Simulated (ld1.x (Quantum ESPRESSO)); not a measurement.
**Ne (Z = 10): one change to a TM semilocal potential, before and after**

neon (Ne), norm-conserving Troullier–Martins (semilocal form), made with ld1.x (Quantum ESPRESSO) 7.5 (PBE, scalar-relativistic). Core [He], reference 2s2 2p6. Waves: 2p (bound): rc 1.65 bohr; 2s (bound): rc 0.65 bohr. Local part: the s channel. Core correction: Bessel-smoothed model core inside 0.60 bohr.

Change: wave 2s (bound): rc 0.65 bohr becomes 2s (bound): rc 0.78 bohr.

Cutoffs: the cutoffs (Ry, on a coarse ladder) from which the occupation-weighted sum of valence levels, in a spherical-Bessel basis at the reference potential, stays within 10 and 1 mRy of its value at 400 Ry; they do not see the model core or the augmentation charge, which bear on the density cutoff. Errors are all-electron minus pseudo energies relative to the spin-unpolarised reference configuration.

**Question.** Predict the effect on cutoff, ghosts and configuration errors.

**Answer.** The potential gets softer (200 Ry and 300 Ry → 160 Ry and 260 Ry); the errors of the 6 common tests hardly move; neither file shows a bound ghost. A larger radius leaves more room for a smooth pseudo-wave, so fewer plane waves are needed. A semilocal file is local in each channel, so a ghost entry of none says nothing of the separable form that plane-wave codes build from it.

```csv
quantity,base,changed
"cutoff, loose",200 Ry,160 Ry
"cutoff, tight",300 Ry,260 Ry
loose cutoff by channel (10 mRy a level),"p 55 Ry, s 120 Ry","p 55 Ry, s 100 Ry"
bound ghosts,none,none
"error for 2s2 2p5, meV [ΔE 22.48 eV]",-8.7,-7.8
"error for 2s2 2p4, meV [ΔE 65.74 eV]",+264,+270
"error for 2s2 2p3, meV [ΔE 133.17 eV]",+1553,+1572
"error for 2s2 2p5.5, meV [ΔE 8.87 eV]",-8.5,-8.3
"error for 2s1 2p6, meV [ΔE 45.88 eV]",-296,-299
"error for 2s2 2p2, meV [ΔE 227.80 eV]",+4898,+4940
s: phases at 1.81 bohr within 0.05 rad from the reference energy up to (Ry; the scan ends near 5),to the end of the scan,to the end of the scan
p: phases at 1.81 bohr within 0.05 rad from the reference energy up to (Ry; the scan ends near 5),1.1,1.1
```
